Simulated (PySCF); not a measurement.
## Dipole response of Cr (chromium, neutral)

[Ar] 3d5 4s1, high-spin 7S determinant. Calculation: PySCF 2.14, in aug-cc-pVQZ-DK (9s8p6d4f3g2h, 140 functions); scalar relativity by spin-free X2C-1e. Coupled (time-dependent) response in atomic units; α is the mean over directions.

| method | mean α (bohr³) | C₆ (like pair) | S(−4) |
| --- | --- | --- | --- |
| PW91 | 69.02 | 570.3 | 3588 |

S(−4) is the Cauchy moment in α(ω) = α(0) + S(−4) ω² + …

Reference α: 83 ± 12 bohr³ (recommended; Schwerdtfeger and Nagle, table of static dipole polarizabilities (2023 update)). Published C₆: 602.0 (Chu and Dalgarno (2004); Tang, Norbeck and Certain (1976)).

α(iu) at PW91:

```
u (hartree)  α(iu) (bohr³)
          0          69.02
     0.0500          61.25
      0.100          46.70
      0.200          26.25
      0.300          16.82
      0.500          9.157
      0.750          5.561
       1.00          3.887
       1.50          2.318
       2.00          1.577
       3.00         0.8841
       5.00         0.4005
```

A single London oscillator, α(iu) = α/(1 + u²/ω²), gives C₆ = (3/4) ω α². Matching the computed C₆ needs ω = 4 × 570.3 / (3 × 69.02²) = 0.160 hartree.
